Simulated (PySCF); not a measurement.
# Computed properties of C4H7FO, SMILES C[C@@]1(F)CCO1

C4H7FO, SMILES C[C@@]1(F)CCO1. Geometry optimised at r2SCAN-D4/def2-SVP. The structure was generated by enumeration; whether it is a known compound was not checked. The values are those of a single conformer. All values are computed for the isolated molecule unless a solvent is named; none is compared with measurement here.

**Structure.** All 33 harmonic modes at r2SCAN-D4/def2-SVP (PySCF) are real, so it is a minimum. With heavy atoms numbered as in [CH3:1][C@@:2]1([F:3])[CH2:4][CH2:5][O:6]1, the shortest bond between them is C2–F3 at 1.388 Å and the longest C2–C4 at 1.536 Å.

**Vibrations.** The strongest infrared lines (harmonic, unscaled, degenerate partners summed) lie at 1030 cm⁻¹ (94 km/mol, C 50 %, O 38 %, H 11 %), 1238 cm⁻¹ (76 km/mol, C 55 %, H 42 %), 3036 cm⁻¹ (68 km/mol, H 95 %). The softest mode is at 81 cm⁻¹ and the zero-point energy is 66.8 kcal/mol.

**Electronic structure.** B3LYP/def2-TZVP (PySCF) places the frontier levels at -7.83 and 0.88 eV, a gap of 8.71 eV, and gives a dipole moment of 2.59 D and a mean polarisability of 50.7 bohr³. PBE/def2-TZVP (PySCF) at the same geometry gives -6.44 and 0.42 eV, so its gap is 1.85 eV narrower. An orbital gap is neither the optical nor the fundamental gap.

**Excitations.** TDA-M06-2X/def2-SVPD (PySCF) has S1 at 8.09 eV (153 nm, f = 0.001, dark); the most intense of the 10 singlets computed lies at 9.03 eV (f = 0.04). T1 (TDA) is at 7.83 eV, 0.26 eV under S1. TDA-PBE/def2-SVPD (PySCF) puts S1 at 6.56 eV. No vertical singlet excitation falls in the visible range (under 3.1 eV).

**NMR.** GIAO shifts at PBE0/pcSseg-1 (PySCF) (non-relativistic, atoms alike by connectivity averaged): ¹³C from 28.8 to 124.4 ppm against TMS; ¹H from 1.8 to 4.7 ppm against TMS; ¹⁹F at -101.2 ppm against CFCl3.
